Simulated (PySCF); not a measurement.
PySCF input file for Ge(H)(vinyl)(NH2)2 (C2H8GeN2), SMILES C=[CH][GeH]([NH2])[NH2], B3LYP-D3(BJ)/def2-SVP. Geometry optimised at B3LYP-D3(BJ)/def2-SVP. The values are those of a single conformer.

```python
import numpy as np
from pyscf import gto, scf, dft, df
from pyscf.hessian import thermo

mol = gto.M(
    atom='''
    Ge    0.14299709    0.02127830   -0.33929232
    N     1.45391713   -1.26473693   -0.24824923
    N     0.97084763    1.67096259   -0.48024018
    C    -1.02492331   -0.22486802    1.20666162
    C    -2.34125922   -0.43197365    1.08395720
    H    -0.70788348   -0.11157052   -1.61954238
    H     1.61746702   -1.65704690    0.67565999
    H     2.34231209   -1.00250246   -0.67011868
    H     1.44946419    1.98555883    0.36271977
    H     0.36269771    2.42265016   -0.80263044
    H    -0.59023153   -0.17385908    2.21436888
    H    -2.82495576   -0.49138090    0.10153945
    H    -3.00103520   -0.55528464    1.95107060
    ''',
    basis='def2-SVP',
    charge=0,
    spin=0,
    max_memory=1600,
    verbose=3,
)
mf = dft.RKS(mol, xc='b3lyp').density_fit(auxbasis='def2-universal-jkfit')
mf.disp = 'd3bj'
mf.grids.level = 3
mf.conv_tol = 1e-11
mf.max_cycle = 100
mf.kernel()

# [left out here: the lines that compute and print the analytic Hessian (its translational invariance restored by hand, since the grid's response is missing), thermochemistry and intensities]
```

Program output:

```
converged SCF energy = -2267.18968026151

WARN: DFTD3 does not support analytical Hessian, using finite difference


WARN: Mole.unit (angstrom) is changed to Bohr

Mode                                 0                   1                   2
Irrep
Freq [cm^-1]                       64.6177            122.2419            160.5277
Reduced mass [au]                   2.6868              1.2503              2.8065
Force const [Dyne/A]                0.0066              0.0110              0.0426
Char temp [K]                      92.9704            175.8789            230.9637
Normal mode                   x     y     z       x     y     z       x     y     z
       0  Ge                -0.01  0.03  0.00    0.01  0.00 -0.00    0.01 -0.01 -0.05
       1   N                -0.07 -0.04  0.02   -0.05 -0.07  0.03   -0.01 -0.02  0.06
       2   N                 0.08 -0.02 -0.02   -0.05  0.04  0.02   -0.03  0.02  0.12
       3   C                -0.01  0.09  0.01    0.01  0.01 -0.01    0.01  0.04 -0.04
       4   C                 0.03 -0.16  0.00    0.01 -0.00 -0.02    0.00  0.01  0.10
       5   H                -0.01  0.04  0.00    0.06 -0.05 -0.02    0.11 -0.00 -0.12
       6   H                -0.11 -0.05  0.02    0.35  0.44  0.17   -0.11  0.00  0.09
       7   H                -0.05 -0.08  0.03   -0.21 -0.33 -0.47    0.04 -0.02  0.17
       8   H                 0.11 -0.03 -0.03    0.05 -0.02 -0.01   -0.25  0.03  0.25
       9   H                 0.13  0.01 -0.03   -0.13  0.05  0.19    0.01 -0.00 -0.00
      10   H                -0.04  0.30  0.01   -0.01  0.05 -0.00    0.08  0.14 -0.08
      11   H                 0.06 -0.38 -0.00    0.03 -0.03 -0.03   -0.09 -0.09  0.15
      12   H                 0.03 -0.16  0.00    0.00  0.02 -0.03    0.09  0.08  0.17
Mode                                 3                   4                   5
Irrep
Freq [cm^-1]                      172.5811            181.6588            260.0933
Reduced mass [au]                   2.3084              1.4228              1.4895
Force const [Dyne/A]                0.0405              0.0277              0.0594
Char temp [K]                     248.3058            261.3666            374.2163
Normal mode                   x     y     z       x     y     z       x     y     z
       0  Ge                 0.01 -0.03  0.02    0.02  0.02  0.02   -0.02 -0.00  0.00
       1   N                 0.04 -0.01 -0.12   -0.07 -0.08 -0.01    0.05  0.04 -0.02
       2   N                -0.05  0.00  0.05   -0.04  0.04 -0.02    0.10 -0.05  0.01
       3   C                -0.02  0.12  0.02    0.02 -0.03  0.01   -0.05 -0.01 -0.01
       4   C                 0.00  0.03 -0.04    0.02 -0.01 -0.03   -0.05 -0.01  0.04
       5   H                -0.02 -0.03  0.04    0.02  0.05  0.01    0.06 -0.00 -0.04
       6   H                 0.09 -0.09 -0.16   -0.12 -0.12 -0.02    0.34  0.35  0.06
       7   H                 0.02  0.12 -0.09   -0.04 -0.14  0.02   -0.08  0.16 -0.23
       8   H                -0.18  0.06  0.10   -0.44  0.34  0.09   -0.20  0.09  0.13
       9   H                -0.07 -0.05 -0.03    0.02 -0.13 -0.51    0.29 -0.07 -0.38
      10   H                -0.10  0.39  0.04    0.02 -0.13  0.02   -0.02 -0.04 -0.02
      11   H                 0.09 -0.23 -0.07    0.04  0.09 -0.04   -0.10  0.01  0.06
      12   H                -0.07  0.20 -0.07    0.01 -0.08 -0.05   -0.00 -0.04  0.07
Mode                                 6                   7                   8
Irrep
Freq [cm^-1]                      318.9742            456.9311            511.2887
Reduced mass [au]                   3.4779              1.3801              1.3568
Force const [Dyne/A]                0.2085              0.1698              0.2090
Char temp [K]                     458.9329            657.4221            735.6306
Normal mode                   x     y     z       x     y     z       x     y     z
       0  Ge                -0.05 -0.01 -0.01    0.00  0.00  0.00   -0.00 -0.01 -0.00
       1   N                -0.01  0.03  0.04    0.00 -0.12 -0.05    0.00  0.03  0.01
       2   N                 0.02 -0.04  0.05    0.01  0.03 -0.02    0.06  0.02 -0.04
       3   C                 0.11  0.01  0.05   -0.01  0.04  0.01   -0.02  0.12  0.01
       4   C                 0.13  0.02 -0.09   -0.00 -0.01 -0.00   -0.00 -0.02  0.00
       5   H                -0.10 -0.03  0.04   -0.00 -0.05  0.02   -0.01 -0.11  0.01
       6   H                 0.01  0.14  0.09    0.00  0.43  0.20    0.04 -0.18 -0.09
       7   H                -0.02  0.06  0.04    0.07  0.48  0.41   -0.03 -0.09 -0.14
       8   H                -0.11 -0.06  0.13   -0.01 -0.00  0.00   -0.34 -0.09  0.24
       9   H                 0.12 -0.00 -0.05   -0.11  0.00  0.13   -0.25 -0.07  0.28
      10   H                 0.08 -0.01  0.06    0.00 -0.10  0.01    0.03 -0.23  0.00
      11   H                 0.26  0.06 -0.16   -0.01  0.11 -0.00   -0.04  0.26  0.00
[...]
       1   N                -0.00  0.00 -0.00   -0.07  0.03 -0.02   -0.01  0.01 -0.01
       2   N                 0.00  0.00  0.00   -0.00 -0.01 -0.00    0.01  0.08  0.02
       3   C                -0.12 -0.02  0.01   -0.00 -0.00 -0.00    0.00 -0.00  0.00
       4   C                 0.01  0.00 -0.01    0.00  0.00  0.00    0.00 -0.00  0.00
       5   H                -0.02 -0.00 -0.01   -0.01  0.03  0.02    0.00  0.01 -0.02
       6   H                 0.00  0.00 -0.00    0.64 -0.01 -0.14    0.10  0.01 -0.02
       7   H                 0.00 -0.00  0.00    0.31 -0.31  0.50    0.05 -0.05  0.09
       8   H                 0.00 -0.00  0.00   -0.04  0.10 -0.02    0.23 -0.61  0.12
       9   H                -0.00 -0.00 -0.00    0.05  0.07  0.07   -0.29 -0.40 -0.44
      10   H                 0.07  0.01 -0.08   -0.01  0.00  0.00   -0.00  0.00  0.00
      11   H                 0.56  0.10 -0.26   -0.00  0.00  0.00   -0.00 -0.00  0.00
      12   H                 0.53  0.08  0.37   -0.00 -0.00 -0.00   -0.00 -0.00 -0.00
Mode                                24                  25                  26
Irrep
Freq [cm^-1]                     1666.4115           2124.2497           3104.0286
Reduced mass [au]                   4.4898              1.0202              1.0589
Force const [Dyne/A]                7.3458              2.7125              6.0112
Char temp [K]                    2397.5951           3056.3224           4466.0060
Normal mode                   x     y     z       x     y     z       x     y     z
       0  Ge                 0.00  0.00 -0.00   -0.01 -0.00 -0.01   -0.00  0.00 -0.00
       1   N                 0.00 -0.00 -0.00    0.00  0.00 -0.00    0.00  0.00  0.00
       2   N                 0.00  0.00 -0.00   -0.00  0.00 -0.00   -0.00  0.00  0.00
       3   C                -0.18 -0.03  0.01   -0.00 -0.00 -0.00   -0.01 -0.00 -0.03
       4   C                 0.19  0.03  0.01    0.00  0.00  0.00   -0.06 -0.01 -0.00
       5   H                -0.02 -0.00 -0.00    0.54  0.09  0.82    0.00 -0.00  0.00
       6   H                -0.01  0.00  0.00   -0.01 -0.00 -0.00    0.00 -0.00  0.00
       7   H                -0.00 -0.00 -0.01   -0.00  0.00 -0.01   -0.00 -0.00  0.00
       8   H                -0.00 -0.00  0.00   -0.00 -0.02  0.00    0.00  0.00 -0.00
       9   H                 0.00  0.00 -0.00   -0.01 -0.00 -0.01    0.00 -0.00  0.00
      10   H                 0.04  0.01 -0.12    0.01  0.00 -0.01    0.15  0.02  0.35
      11   H                -0.17 -0.03  0.21    0.01  0.00 -0.00    0.25  0.03  0.54
      12   H                -0.09 -0.01 -0.23    0.01  0.00  0.00    0.39  0.07 -0.53
Mode                                27                  28                  29
Irrep
Freq [cm^-1]                     3122.4464           3193.8142           3514.5301
Reduced mass [au]                   1.0916              1.1167              1.0500
Force const [Dyne/A]                6.2706              6.7111              7.6418
Char temp [K]                    4492.5051           4595.1876           5056.6263
Normal mode                   x     y     z       x     y     z       x     y     z
       0  Ge                 0.00  0.00 -0.00   -0.00 -0.00  0.00    0.00  0.00 -0.00
       1   N                -0.00  0.00  0.00    0.00  0.00  0.00   -0.00  0.00 -0.00
       2   N                -0.00 -0.00  0.00    0.00  0.00  0.00    0.00 -0.05 -0.02
       3   C                 0.04  0.00  0.07   -0.00 -0.00 -0.01    0.00  0.00  0.00
       4   C                -0.03 -0.00 -0.01    0.01  0.00 -0.09   -0.00 -0.00 -0.00
       5   H                -0.00 -0.00 -0.00   -0.00 -0.00  0.00   -0.00  0.00  0.00
       6   H                -0.00  0.00 -0.00    0.00 -0.00  0.00    0.00 -0.01  0.02
       7   H                -0.00  0.00 -0.00    0.00 -0.00  0.00    0.03  0.01 -0.01
       8   H                -0.00 -0.00 -0.00    0.00  0.00 -0.00    0.34  0.19  0.56
       9   H                 0.00 -0.00  0.00   -0.00 -0.00  0.00   -0.41  0.50 -0.25
      10   H                -0.34 -0.04 -0.80    0.05  0.01  0.11   -0.00 -0.00 -0.00
      11   H                 0.15  0.02  0.31    0.30  0.04  0.59    0.00  0.00  0.00
      12   H                 0.11  0.02 -0.16   -0.40 -0.07  0.52    0.00 -0.00 -0.00
Mode                                30                  31                  32
Irrep
Freq [cm^-1]                     3536.1228           3607.6874           3634.7259
Reduced mass [au]                   1.0494              1.0943              1.0956
Force const [Dyne/A]                7.7314              8.3916              8.5277
Char temp [K]                    5087.6935           5190.6589           5229.5614
Normal mode                   x     y     z       x     y     z       x     y     z
       0  Ge                -0.00  0.00  0.00   -0.00  0.00 -0.00    0.00  0.00 -0.00
       1   N                 0.05 -0.01  0.02   -0.00 -0.00  0.00    0.03  0.03 -0.06
       2   N                -0.00 -0.00 -0.00   -0.05  0.02 -0.05   -0.00  0.00 -0.00
       3   C                -0.00  0.00 -0.00   -0.00 -0.00  0.00   -0.00  0.00  0.00
       4   C                -0.00 -0.00 -0.00    0.00  0.00  0.00   -0.00 -0.00 -0.00
       5   H                -0.00 -0.00 -0.00    0.00  0.00  0.00    0.00  0.00  0.00
       6   H                -0.08  0.27 -0.60   -0.00  0.00 -0.00    0.12 -0.28  0.64
       7   H                -0.62 -0.18  0.32    0.01  0.00 -0.00   -0.56 -0.16  0.26
       8   H                 0.02  0.01  0.03    0.32  0.21  0.56    0.00  0.00  0.00
       9   H                -0.01  0.02 -0.01    0.40 -0.50  0.21    0.00 -0.00  0.00
      10   H                 0.00  0.00  0.00   -0.00 -0.00 -0.00   -0.00 -0.00 -0.00
      11   H                 0.00 -0.00  0.00   -0.00 -0.00 -0.00   -0.00 -0.00 -0.00
      12   H                -0.00  0.00  0.00   -0.00 -0.00  0.00   -0.00  0.00  0.00
temperature 298.1500 [K]
pressure 101325.00 [Pa]
Rotational constants [GHz] 5.22394 2.40432 1.89591
Symmetry number 1
Zero-point energy (ZPE) 0.10093 [Eh]   264999.013 [J/mol]
                           tot       elec      trans        rot        vib
Entropy [J/mol/K]       374.218      0.000    169.711    112.983     91.524
Cv [J/mol/K]            123.341      0.000     12.472     12.472     98.397
Cp [J/mol/K]            131.655      0.000     20.786     12.472     98.397
Internal energy [J/mol]                      3718.434   3718.434 279990.134
Internal energy [Eh]   -2267.08021  -2267.18968
Enthalpy [J/mol]                             6197.391   3718.434 279990.134
Enthalpy [Eh]          -2267.07926
Gibbs free energy [J/mol]                  -44402.062 -29967.405 252702.381
Gibbs free energy [Eh] -2267.12176
mode   freq/cm-1   IR/(km/mol)
   1       64.62         0.102
   2      122.24        16.286
   3      160.53         5.960
   4      172.58         2.110
   5      181.66         6.440
   6      260.09        36.449
   7      318.97        14.329
   8      456.93       144.456
   9      511.29       154.664
  10      545.44        69.289
  11      579.73        97.758
  12      671.37        48.759
  13      687.07        83.776
  14      741.10        29.406
  15      745.20        34.357
  16      880.12        63.632
  17      907.59        32.148
  18      984.01        28.670
  19     1002.82         7.048
  20     1035.50        11.219
  21     1268.48         0.465
  22     1416.19        11.539
  23     1539.74        20.963
  24     1547.07        21.035
  25     1666.41         4.876
  26     2124.25       135.381
  27     3104.03        17.989
  28     3122.45         8.206
  29     3193.81        12.368
  30     3514.53         5.354
  31     3536.12         8.909
  32     3607.69         6.924
  33     3634.73        13.101
max |gradient| / (hartree/bohr): 4.646457756625542e-05
APT charges: [ 1.6135 -0.7565 -0.7645 -0.3782 -0.0312 -0.2966  0.1428  0.1532  0.1463
  0.1336 -0.0059  0.023   0.0207]
```

The run converged.

Cost: very roughly 5 core-minutes.
